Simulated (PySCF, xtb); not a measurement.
ClGeH6NSi, SMILES Cl[SiH2][NH][GeH3].

GFN2-xTB (xtb) at its own geometry gives an orbital gap of 5.18 eV and a dipole moment of 2.52 D.

Coordinates come from a B3LYP-D3(BJ)/def2-SVP optimisation. The geometry has at least one imaginary mode, so it is a saddle point at that level. The structure was generated by enumeration, and PubChem lists no compound with its InChIKey, so it may never have been made. One conformer was computed; it need not be the lowest.

Problem. What does PySCF with ωB97X/def2-TZVP give? (An estimate is asked for; the answer gives what the named calculation found.)

Solution. gap 11.81 eV (levels -9.87 and 1.94 eV), dipole 2.14 D.
